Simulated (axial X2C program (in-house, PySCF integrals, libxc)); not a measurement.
FeCl⁺: from Re and ωe to a spectrum

A bond curve at the PBE0 level, 2c, was computed with an in-house relativistic program for diatomic molecules (basis Fe dyall-v3z [9s10p6d3f2g], Cl dyall-v3z [8s7p2d1f] (cores contracted in-house)) for the state Ω = 4 (⟨Sz⟩ = 2.00, ⟨Lz⟩ = 2.00 at PBE0). Its fit gives Re = 2.0488 Å, ωe = 504.2 cm⁻¹, ωexe = 1.49 cm⁻¹ and αe = 7.935e-04 cm⁻¹; the masses are 55.9349 and 34.9689 u. Two-component means X2C with spin–orbit coupling and atomic mean-field Coulomb and Gaunt terms.

(1) Find the reduced mass, Be and the force constant.

(2) Where do the fundamental and the first overtone lie?

(3) A Morse curve ties αe to the other constants (Pekeris). How well does that hold?

(4) Estimate the centrifugal constant by the Kratzer relation.

Occupations by symmetry block were frozen at the best pattern of an incomplete PBE0 search. Density functionals use the spin component along the axis (collinear). PBE0 can misorder states that lie within some tenths of an eV, so this need not be the ground state of the molecule. The nearest other 2c determinant of the search, Ω = 3, lies 0.25 eV up at the distance of the search. Without a current term, density functionals place determinants with orbital angular momentum somewhat too high. With several unpaired electrons one determinant need not be a pure state. Open-shell Ω = 0 determinants with evenly filled partner blocks cannot be reached by this program, so the Ω shown need not be the lowest component.

Answers

(1) From the PBE0 values: μ = 21.5171 u. Be = 16.8576/(μ Re²) = 0.1866 cm⁻¹. k = 5.8918×10⁻⁷ μ ωe² = 3.22 mdyn/Å.

(2) ν(1←0) = ωe − 2ωexe = 501.2 cm⁻¹; ν(2←0) = 2ωe − 6ωexe = 999.5 cm⁻¹.

(3) αe(Morse) = 6Be²/ωe × (√(ωexe/Be) − 1) = 7.567e-04 cm⁻¹; the PBE0 curve gives 7.935e-04 cm⁻¹, a ratio of 0.95.

(4) D = 4Be³/ωe² = 1.02e-07 cm⁻¹.
